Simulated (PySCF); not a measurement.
## Simulated absorption spectrum

C4H13AlFN.
Numbering: `[CH3:1][N+:2]([CH3:3])([CH3:4])[AlH2-:5][CH2:6][F:7]` (hydrogens: H8, H9, H10 on C1; H11, H12, H13 on C3; H14, H15, H16 on C4; H17, H18 on Al5; H19, H20 on C6)

Cartesian coordinates in Å at the PBE0-D3(BJ)/def2-SVP level; atoms count from 1:
```
atom  x, y, z in Å
C1    -0.3578    0.4135   -1.4420
N2    -0.6417   -0.0465   -0.0781
C3    -1.7299   -1.0313   -0.0894
C4    -0.9860    1.0843    0.7903
Al5    1.0429   -1.0122    0.6835
C6     2.4490    0.4198    0.6896
F7     3.6166   -0.2008    1.1550
H8     0.4720    1.1328   -1.4257
H9    -1.2444    0.8993   -1.8864
H10   -0.0634   -0.4439   -2.0620
H11   -2.6566   -0.5878   -0.4948
H12   -1.9118   -1.3851    0.9343
H13   -1.4364   -1.8907   -0.7076
H14   -1.9088    1.5815    0.4428
H15   -1.1329    0.7241    1.8178
H16   -0.1661    1.8150    0.7911
H17    1.2089   -2.1493   -0.4399
H18    0.4655   -1.4323    2.1235
H19    2.6816    0.8593   -0.3010
H20    2.2406    1.2787    1.3582
```

Computed with TDDFT B3LYP/def2-SVPD, vertical, gas phase, core orbitals frozen in the response in PySCF 2.14.0, density-fitted response routines.

Broadening: Gaussians 0.5 eV wide at half height, area fixed by f = 4.319×10⁻⁹ ∫ε dν̃. The width is an assumption, not a result. The curve ends short of the highest state used, and states not computed would add to its high-energy end.

| E (eV) | ε (L mol⁻¹ cm⁻¹) |
| --- | --- |
| 4.98 | 0 |
| 5.02 | 1 |
| 5.05 | 1 |
| 5.08 | 2 |
| 5.11 | 3 |
| 5.15 | 5 |
| 5.18 | 7 |
| 5.21 | 11 |
| 5.24 | 15 |
| 5.27 | 20 |
| 5.31 | 30 |
| 5.34 | 40 |
| 5.37 | 52 |
| 5.40 | 66 |
| 5.43 | 82 |
| 5.47 | 107 |
| 5.50 | 128 |
| 5.53 | 151 |
| 5.56 | 176 |
| 5.60 | 212 |
| 5.63 | 241 |
| 5.66 | 273 |
| 5.69 | 308 |
| 5.72 | 347 |
| 5.76 | 409 |
| 5.79 | 465 |
| 5.82 | 531 |
| 5.85 | 609 |
| 5.88 | 700 |
| 5.92 | 842 |
| 5.95 | 964 |
| 5.98 | 1095 |
| 6.01 | 1235 |
| 6.04 | 1379 |
| 6.08 | 1570 |
| 6.11 | 1707 |
| 6.14 | 1836 |
| 6.17 | 1955 |
| 6.21 | 2098 |
| 6.24 | 2197 |
| 6.27 | 2293 |
| 6.30 | 2393 |
| 6.33 | 2505 |
| 6.37 | 2683 |
| 6.40 | 2846 |
| 6.43 | 3038 |
| 6.46 | 3258 |
| 6.49 | 3502 |
| 6.53 | 3851 |
| 6.56 | 4113 |
| 6.59 | 4361 |
| 6.62 | 4578 |
| 6.66 | 4793 |
| 6.69 | 4883 |
| 6.72 | 4904 |
| 6.75 | 4851 |

Task: Where are the band maxima, and which computed states make them?

Result: 185 nm (6.71 eV), ε about 4900, made up of S4 (86%) (ε in L mol⁻¹ cm⁻¹; maxima over ε = 5, shares over 10%). The states used: S1 5.73 eV (f 0.0041); S2 6.18 eV (f 0.017); S3 6.27 eV (f 0.017); S4 6.71 eV (f 0.078); S5 6.80 eV (f 0.0066); S6 6.91 eV (f 0.0040); S7 7.06 eV (f 0.0013); S8 7.18 eV (f 0.0011); S9 7.20 eV (f 0.012); S10 7.35 eV (f 0.010).

Task: Coming from long wavelengths, where does ε first pass 100 L mol⁻¹ cm⁻¹?

Result: At about 227 nm (5.46 eV), 0.27 eV below S1.

Task: What would ε be at 6.71 eV, the highest of these maxima, with half the width (0.25 eV)?

Result: About 9010 L mol⁻¹ cm⁻¹ against 4910, a factor of about 1.8; a lone state at its own centre would give exactly 2.

Task: On this curve, what absorbance would a 10⁻⁴ mol/L sample give at 193 nm over a 1 cm path?

Result: 193 nm is 6.424 eV, where ε is about 3000 L mol⁻¹ cm⁻¹, so A = ε c l ≈ 0.3 (Beer–Lambert, with the gas-phase spectrum and the assumed width).

The vertical ionisation energy (ΔSCF) is 9.05 eV, 1.70 eV above S10.

The run took 4.8 min of wall time (grids of density and orbitals included) on Arm Neoverse V2, one thread (shared host), and the process peaked at 1.1 GiB of memory.

One conformer stands for the species.
